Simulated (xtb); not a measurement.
C4H9O, doublet, geometry from GFN2-xTB; GFN2-xTB (xtb).

xtb was given this input:
```
$ xtb mol.xyz --gfn 2 --uhf 1 --etemp 1000 --json

# file mol.xyz
14

C      2.34449256    -0.09813638    -0.00073337
C      0.88937594    -0.48778015    -0.21704361
C     -0.04543918     0.71839659    -0.09204646
C     -1.50354472     0.27416734    -0.25316904
O     -2.00858632    -0.48751152     0.68447693
H      2.65776752     0.64052160    -0.73593568
H      2.48402591     0.32489821     0.99135532
H      2.98696168    -0.97020344    -0.09670548
H      0.58443175    -1.23051715     0.52249205
H      0.77427526    -0.93476375    -1.20784599
H      0.08186284     1.16614618     0.89499254
H      0.19852652     1.46432205    -0.85103369
H     -2.14713345     1.18699457    -0.35187235
H     -1.66133505    -0.18719037    -1.26330719
```

What the program printed (banner, timings and long lists left out):

```
   ID    Z sym.   atoms
    1    6 C      1-4
    2    8 O      5
    3    1 H      6-14

           -------------------------------------------------
          |                Calculation Setup                |
           -------------------------------------------------

           -------------------------------------------------
          |                 G F N 2 - x T B                 |
           -------------------------------------------------

          ...................................................
          :                      SETUP                      :
          :.................................................:
          :  # basis functions                  29          :
          :  # atomic orbitals                  29          :
          :  # shells                           19          :
          :  # electrons                        31          :
          :  max. iterations                   250          :
          :  Hamiltonian                  GFN2-xTB          :
          :  restarted?                      false          :
          :  GBSA solvation                  false          :
          :  PC potential                    false          :
          :  electronic temp.         1000.0000000     K    :
          :  accuracy                    1.0000000          :
          :  -> integral cutoff          0.2500000E+02      :
          :  -> integral neglect         0.1000000E-07      :
          :  -> SCF convergence          0.1000000E-05 Eh   :
          :  -> wf. convergence          0.1000000E-03 e    :
          :  Broyden damping             0.4000000          :
          :  net charge                          0          :
          :  unpaired electrons                  1          :
          ...................................................

 iter      E             dE          RMSdq      gap      omega  full diag
   1    -17.2889749 -0.172890E+02  0.300E+00   12.62       0.0  T
   2    -17.3234927 -0.345178E-01  0.164E+00   11.90       1.0  T
   3    -17.3256246 -0.213190E-02  0.891E-01   12.40       1.0  T
   4    -17.3263725 -0.747877E-03  0.149E-01   12.41       1.0  T
   5    -17.3264306 -0.581403E-04  0.780E-02   12.41       1.0  T
   6    -17.3264354 -0.478960E-05  0.281E-02   12.40       1.0  T
   7    -17.3264362 -0.795271E-06  0.762E-03   12.40       3.5  T
   8    -17.3264363 -0.786628E-07  0.343E-03   12.40       7.8  T
   9    -17.3264363 -0.122969E-07  0.797E-04   12.40      33.6  T
  10    -17.3264363 -0.790379E-09  0.382E-04   12.40      70.0  T

   *** convergence criteria satisfied after 10 iterations ***

         :::::::::::::::::::::::::::::::::::::::::::::::::::::
         ::                     SUMMARY                     ::
         :::::::::::::::::::::::::::::::::::::::::::::::::::::
         :: total energy             -17.124818788653 Eh    ::
         :: gradient norm              0.011654876614 Eh/a0 ::
         :: HOMO-LUMO gap             12.400560442873 eV    ::
         ::.................................................::
         :: SCC energy               -17.326430830137 Eh    ::
         :: -> isotropic ES            0.028342599236 Eh    ::
         :: -> anisotropic ES          0.003472878576 Eh    ::
         :: -> anisotropic XC          0.005449015218 Eh    ::
         :: -> dispersion             -0.006417541393 Eh    ::
         :: repulsion energy           0.201612041484 Eh    ::
         :: add. restraining           0.000000000000 Eh    ::
         :: total charge               0.000000000000 e     ::
         :::::::::::::::::::::::::::::::::::::::::::::::::::::

           -------------------------------------------------
          |                Property Printout                |
           -------------------------------------------------

    * Orbital Energies and Occupations

         #    Occupation            Energy/Eh            Energy/eV
      -------------------------------------------------------------
         1        2.0000           -0.6875764             -18.7099
       ...           ...                  ...                  ...
         4        2.0000           -0.5933041             -16.1446
         5        2.0000           -0.5726508             -15.5826
         6        2.0000           -0.5439450             -14.8015
         7        2.0000           -0.5411733             -14.7261
         8        2.0000           -0.5231571             -14.2358
         9        2.0000           -0.5107363             -13.8978
        10        2.0000           -0.4888596             -13.3025
        11        2.0000           -0.4704819             -12.8025
        12        2.0000           -0.4669109             -12.7053
        13        2.0000           -0.4489056             -12.2153
        14        2.0000           -0.4364828             -11.8773
        15        1.8056           -0.4008050             -10.9065
        16        1.1944           -0.3918022             -10.6615 (HOMO)
        17                          0.0639100               1.7391 (LUMO)
        18                          0.0838819               2.2825
        19                          0.1047402               2.8501
        20                          0.1236669               3.3651
        21                          0.1478923               4.0244
        22                          0.1547436               4.2108
        23                          0.1732587               4.7146
        24                          0.1756323               4.7792
        25                          0.2179934               5.9319
        26                          0.2254357               6.1344
        27                          0.2541491               6.9157
       ...                                ...                  ...
        29                          0.3311532               9.0111
      -------------------------------------------------------------
                  HL-Gap            0.4557122 Eh           12.4006 eV
             Fermi-level           -0.2801248 Eh           -7.6226 eV

     #   Z          covCN         q      C6AA      α(0)
     1   6 C        3.752    -0.105    22.562     6.774
     2   6 C        3.802    -0.050    21.469     6.597
     3   6 C        3.800    -0.070    21.839     6.654
     4   6 C        3.671     0.125    18.768     6.210
     5   8 O        0.855    -0.376    21.203     6.174
     6   1 H        0.925     0.037     2.491     2.468
     7   1 H        0.925     0.040     2.445     2.445
     8   1 H        0.925     0.043     2.411     2.428
     9   1 H        0.924     0.055     2.264     2.353
    10   1 H        0.924     0.033     2.545     2.495
    11   1 H        0.924     0.060     2.198     2.318
    12   1 H        0.924     0.036     2.506     2.476
    13   1 H        0.919     0.096     1.819     2.109
    14   1 H        0.919     0.076     2.026     2.226

 Mol. C6AA /au·bohr⁶  :       1335.345429
 Mol. C8AA /au·bohr⁸  :      27770.712230
 Mol. α(0) /au        :         53.726024

Wiberg/Mayer (AO) data.
largest (>0.10) Wiberg bond orders for each atom

 ---------------------------------------------------------------------------
     #   Z sym  total        # sym  WBO       # sym  WBO       # sym  WBO
 ---------------------------------------------------------------------------
     1   6 C    3.990 --     2 C    1.016     7 H    0.987     6 H    0.987
                             8 H    0.982
     2   6 C    3.985 --     1 C    1.016     3 C    0.992    10 H    0.978
                             9 H    0.974
     3   6 C    3.942 --     2 C    0.992    12 H    0.977    11 H    0.970
                             4 C    0.948
     4   6 C    3.924 --     5 O    1.275     3 C    0.948    14 H    0.856
                            13 H    0.830
     5   8 O    1.466 --     4 C    1.275
     6   1 H    0.998 --     1 C    0.987
     7   1 H    0.998 --     1 C    0.987
     8   1 H    0.995 --     1 C    0.982
     9   1 H    0.996 --     2 C    0.974
    10   1 H    0.999 --     2 C    0.978
    11   1 H    0.993 --     3 C    0.970
    12   1 H    0.997 --     3 C    0.977
    13   1 H    0.924 --     4 C    0.830
    14   1 H    0.936 --     4 C    0.856
 ---------------------------------------------------------------------------

Topologies differ in total number of bonds
Writing topology from bond orders to xtbtopo.mol

molecular dipole:
                 x           y           z       tot (Debye)
 q only:        0.647       0.608      -0.718
   full:        0.662       0.756      -0.903       3.434
molecular quadrupole (traceless):
                xx          xy          yy          xz          yz          zz
 q only:       -1.832      -3.586       1.399       4.308       0.609       0.433
  q+dip:       -3.217      -4.663       1.779       5.494       1.217       1.438
   full:       -2.751      -4.717       1.836       5.387       1.215       0.915

           -------------------------------------------------
          | TOTAL ENERGY              -17.124818788653 Eh   |
          | GRADIENT NORM               0.011654876614 Eh/α |
          | HOMO-LUMO GAP              12.400560442873 eV   |
           -------------------------------------------------

normal termination of xtb
```
